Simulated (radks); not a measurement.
Question: The lanthanum ion La2+, configuration [Xe] 5d1. Method: Dirac Kohn-Sham, LB94 model potential, spin-unpolarised, spherical densities, finite nucleus; open shells fill j = l - 1/2 first; Fermi nuclear charge, rms radius 4.855 fm; computed with a radial shooting solver on a logarithmic mesh with Libxc functionals.

Spin-orbit splittings of the eigenvalues, e(l+1/2) - e(l-1/2), with zeta = 2 splitting/(2l+1) and mean radii in bohr:

| shell | occ. | splitting (eV) | zeta (eV) | <r> j=l-1/2 | <r> j=l+1/2 |
|---|---|---|---|---|---|
| 2p | 6 | 417.3 | 278.2 | 0.08966 | 0.09576 |
| 3p | 6 | 80.98 | 53.98 | 0.2741 | 0.2861 |
| 3d | 10 | 17.42 | 6.968 | 0.2570 | 0.2607 |
| 4p | 6 | 17.21 | 11.47 | 0.6745 | 0.7020 |
| 4d | 10 | 3.021 | 1.208 | 0.7593 | 0.7689 |
| 5p | 6 | 2.700 | 1.800 | 1.725 | 1.807 |
| 5d | 1 | ? | ? | 2.509 | 2.540 |

Estimate the 5d splitting.

Answer: 0.2541 eV (zeta = 0.1016 eV).
